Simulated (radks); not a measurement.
Values are calculated unless marked as measured or tabulated.
Species: Cu2+. Configuration: [Ar] 3d9.

Code: a radial shooting solver on a logarithmic mesh with Libxc functionals. Model: Dirac Kohn-Sham, LDA (Slater exchange, Perdew-Wang correlation), spin-unpolarised, spherical densities, finite nucleus; open shells fill j = l - 1/2 first; Fermi nuclear charge, rms radius 3.8823 fm.

Energy parts (eV):
| part | energy |
|---|---|
| total | -44931.609 |
| kinetic | 45692.774 |
| electron-nucleus | -107702.936 |
| Hartree | 18827.324 |
| exchange-correlation | -1748.771 |

Orbitals (lengths in bohr, moments of r in powers of bohr; <r^-3> diverges for s and p1/2; r(max) is where P^2 peaks):
\begin{tabular}{lrrrrrr}
orbital & occ. & eigenvalue (eV) & <1/r> & <r^-3> & r(max) & <r^2> \\ \hline
1s1/2 & 2 & -8856.729 & 29.11 & - & 0.03416 & 0.003667 \\
2s1/2 & 2 & -1085.800 & 6.346 & - & 0.1970 & 0.06547 \\
2p1/2 & 2 & -955.5704 & 6.309 & - & 0.1563 & 0.05134 \\
2p3/2 & 4 & -935.1224 & 6.168 & 684.0 & 0.1591 & 0.05289 \\
3s1/2 & 2 & -139.7476 & 2.007 & - & 0.6137 & 0.5851 \\
3p1/2 & 2 & -99.2978 & 1.877 & - & 0.6133 & 0.6452 \\
3p3/2 & 4 & -96.6825 & 1.843 & 88.06 & 0.6214 & 0.6638 \\
3d3/2 & 4 & -30.1534 & 1.465 & 8.497 & 0.5924 & 1.106 \\
3d5/2 & 5 & -29.8518 & 1.456 & 8.290 & 0.5953 & 1.121 \\
\end{tabular}

The highest occupied level is 3d5/2 at -29.852 eV. The electron density at the nucleus is 2.207e+04 e/bohr^3.
